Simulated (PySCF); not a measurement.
Electron correlation in F⁺ (fluorine, charge +1)

[He] 2s2 2p4, high-spin 3P determinant. Computed with PySCF 2.14 in cc-pVDZ, with the non-relativistic Hamiltonian (point nucleus). Frozen: 1s2; 6 electrons correlated.

MP2 pair energies summed by pair of shells (mhartree):

| pair | energy | share (%) |
| --- | --- | --- |
| 2p-2p | -46.97 | 47.7 |
| 2s-2p | -44.15 | 44.8 |
| 2s-2s | -7.40 | 7.5 |

Total MP2 correlation energy: -98.53 mhartree.

Same-spin part -24.28 and opposite-spin part -74.25 mhartree; SCS-MP2 scales them by 1/3 and 6/5 to -97.19 mhartree.

| level | correlation energy (mhartree) |
| --- | --- |
| CCSD | -112.35 |
| (T) | -0.78 |
| CCSD(T) | -113.13 |

Diagnostics: T1 = 0.0035, D1 = 0.0058, largest double amplitude 0.042.

Cost of the coupled-cluster step: 0.08 s of wall time on 1 thread of Neoverse-V1 (shared host), for 6 correlated electrons.
